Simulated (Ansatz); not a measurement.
```yaml
crystal:
  periodic: [false, false, false]
  atoms:
    - {symbol: C, position_ang: [-2.290166, 1.702248, -0.224930]}
    - {symbol: O, position_ang: [-1.339149, 0.929622, 0.570936]}
    - {symbol: Ti, position_ang: [0.346127, 0.105265, 0.566605]}
    - {symbol: O, position_ang: [1.467169, 0.899661, 1.886680]}
    - {symbol: O, position_ang: [1.120125, 0.369154, -1.120950]}
    - {symbol: C, position_ang: [2.256392, 0.873543, -1.886949]}
    - {symbol: O, position_ang: [0.151688, -1.728735, 0.910540]}
    - {symbol: C, position_ang: [-0.763272, -2.856417, 1.062452]}
    - {symbol: H, position_ang: [-2.415008, 2.755787, 0.219102]}
    - {symbol: H, position_ang: [-1.936290, 1.804528, -1.315491]}
    - {symbol: H, position_ang: [-3.318106, 1.186488, -0.223150]}
    - {symbol: H, position_ang: [2.013648, 0.452467, 2.602267]}
    - {symbol: H, position_ang: [2.839932, 0.000439, -2.356586]}
    - {symbol: H, position_ang: [2.973752, 1.476541, -1.219120]}
    - {symbol: H, position_ang: [1.887741, 1.557269, -2.735063]}
    - {symbol: H, position_ang: [-0.454323, -3.493119, 1.968951]}
    - {symbol: H, position_ang: [-1.845286, -2.498339, 1.222639]}
    - {symbol: H, position_ang: [-0.734348, -3.524640, 0.126453]}
basis:
  gaussian: {orbitals: def2-TZVP}
hamiltonian: {xc: {name: HF}}
correlation: {method: mp2, frozen_orbitals: {C: 0}}
accuracy: high
output: {forces: true}
```

```sh
$ ansatz run in.yaml --threads 5 --pin off --events-out ev --progress --plain --max-ram 66560MiB --backend cuda --devices 0, --max-vram 37GiB
```

Output, abridged:

```
Functional definition: HF
Error: "frozen_orbitals" has no count for O
```

What is wrong with this run?

Frozen orbitals are typed for one element alone, and the program wants a count for each. The program refused the input.
